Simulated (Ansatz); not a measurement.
A geometry relaxed with PBE-D3(BJ)/def2-SVP (Ansatz, a first-principles code), charge 0, multiplicity 1:

```xyz
16

C      1.3165    -1.3532    -0.0799
C     -1.3165     1.3532     0.0799
H      2.2150     2.0916    -1.0733
C      0.0031    -0.6921    -0.0450
H      3.4463    -0.9536    -0.0410
C      2.4231    -0.5515    -0.0211
H     -2.2150    -2.0916     1.0733
H      2.2001     1.9334     1.3618
C     -2.4231     0.5515     0.0211
Si     1.8108     1.2252     0.0907
H      1.3788    -2.4533    -0.1510
H     -1.3788     2.4533     0.1510
H     -3.4463     0.9536     0.0410
H     -2.2001    -1.9334    -1.3618
Si    -1.8108    -1.2252    -0.0907
C     -0.0031     0.6921     0.0450
```

Task: Write the SMILES of this molecule.

Result: `C1=CC2=C(C=C[SiH2]2)[SiH2]1`
